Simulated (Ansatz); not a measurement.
`FC(Cl)=[Se]` + H₂ → `ClC=[Se]` + H–F at 600 K and 1 bar (hydrogenolysis of a C–F bond).

Computed with Ansatz on PBE0-D4/def2-TZVP structures; ΔE is electronic, products minus reactants. CBS: MP2 limit from def2 TZ/QZ plus the TZ coupled-cluster correction, frozen cores. This one scheme is used for every species. For Se outer-core shells are correlated without core-valence functions, which leaves a few kJ/mol of doubt a bond. Scalar relativity is left out up to krypton.

| species | CCSD(T)/CBS energy (Eh) | H − E (kJ/mol) | S (J/(mol·K)) |
| --- | --- | --- | --- |
| `FC(Cl)=[Se]` | -2998.28219 | 57.2 | 346.6 |
| H₂ | -1.17544 | 43.9 | 150.8 |
| `ClC=[Se]` | -2899.09740 | 72.0 | 321.6 |
| H–F | -100.39570 | 42.3 | 194.0 |

H − E and S are ideal-gas, rigid-rotor, harmonic terms from PBE0-D4/def2-TZVP. The MP2-based limit puts H₂ 0.8 mEh under its directly extrapolated value; such offsets cancel only in part. 1 Eh = 2625.50 kJ/mol, R = 8.31446 J/(mol·K).

By hand: ΔE, ΔH, ΔS and ΔG.

ΔE = (-2899.09740) + (-100.39570) − (-2998.28219) − (-1.17544) = -0.03547 Eh = -93.1 kJ/mol. Δ(H − E) = 72.0 + 42.3 − 57.2 − 43.9 = 13.2, so ΔH = -79.9 kJ/mol. ΔS = 321.6 + 194.0 − 346.6 − 150.8 = 18.2 J/(mol·K). ΔG = -79.9 − 600 × (18.2)/1000 = -90.8 kJ/mol.

By hand: the equilibrium constant, and the temperature at which ΔG would vanish if ΔH and ΔS stayed fixed.

log₁₀ K = −ΔG/(RT ln 10) = 7.9. ΔH and −TΔS have one sign here, so there is no such temperature.

ΔH outweighs TΔS. A doubt of 5 kJ/mol in ΔE shifts log₁₀ K by 0.4 here. These are equilibria of isolated gas molecules and say nothing of rates. Largest T1 diagnostic: 0.015 (customary marks: 0.02 for closed shells, 0.045 for open ones).
